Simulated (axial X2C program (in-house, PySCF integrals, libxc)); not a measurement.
Bond lengths and stretching modes, held linear, of BrSiBr

Calculated with an in-house all-electron X2C program for linear molecules (integrals from PySCF): two-component X2C with atomic mean-field Coulomb and Gaunt terms, Gaussian nuclei, basis Br dyall-av3z, Si dyall-v3z with contracted cores. Spin-free rows use the one-electron spin-free X2C Hamiltonian.

Masses Br 78.918, Si 27.977, Br 78.918 u. States: 2c Ω = 0 (all partner blocks equally filled); spin-free M_S = 0, Λ = 0 (closed shell).

MP2, 2c: energies above the lowest point

| r(Br–Si) (Å) | r(Si–Br) (Å) | E (meV) |
| --- | --- | --- |
| 2.3186 | 2.3186 | 18.73 |
| 2.3186 | 2.3780 | 5.14 |
| 2.3186 | 2.4375 | 19.53 |
| 2.3780 | 2.3186 | 5.14 |
| 2.3780 | 2.3780 | 0.00 |
| 2.3780 | 2.4375 | 22.58 |
| 2.3780 | 2.4969 | 67.20 |
| 2.4375 | 2.3186 | 19.53 |
| 2.4375 | 2.3780 | 22.58 |
| 2.4375 | 2.4375 | 53.11 |
| 2.4969 | 2.3780 | 67.20 |
| 2.4969 | 2.4969 | 164.81 |

**Question.** Fit a quadratic surface with cubic terms in each bond: where is the minimum, and what are the two stretching wavenumbers?

**Answer.** At MP2, 2c: bonds 2.362 and 2.362 Å; harmonic stretches 189.5 and 369.5 cm⁻¹; force constants 1.31, 1.31 and coupling 0.36 mdyn/Å.

The other levels and Hamiltonians give:

```
Hamiltonian  level  r(Br–Si) (Å)  r(Si–Br) (Å)  lower stretch (cm⁻¹)  upper stretch (cm⁻¹)
         2c   PBE0         2.376         2.376                 187.0                 353.0
         2c     HF         2.413         2.413                 184.9                 272.2
         2c  TPSSh         2.389         2.389                 183.2                 342.1
  spin-free   PBE0         2.375         2.375                 187.3                 353.5
  spin-free     HF         2.412         2.412                 185.1                 272.5
  spin-free  TPSSh         2.388         2.388                 183.5                 342.7
  spin-free    MP2         2.361         2.361                 189.7                 369.8
```

Each state is one determinant, the lowest of a limited PBE0 search; the stretches come from a fit to these few points and carry an uncertainty of a few per cent. Other orders of the atoms were not compared. The levels spread by more than a fifth, so the stretches depend strongly on the method. MP2 freezes inner shells (threshold -2 hartree). The molecule was held linear; bending was not examined, so a bent shape may lie lower.
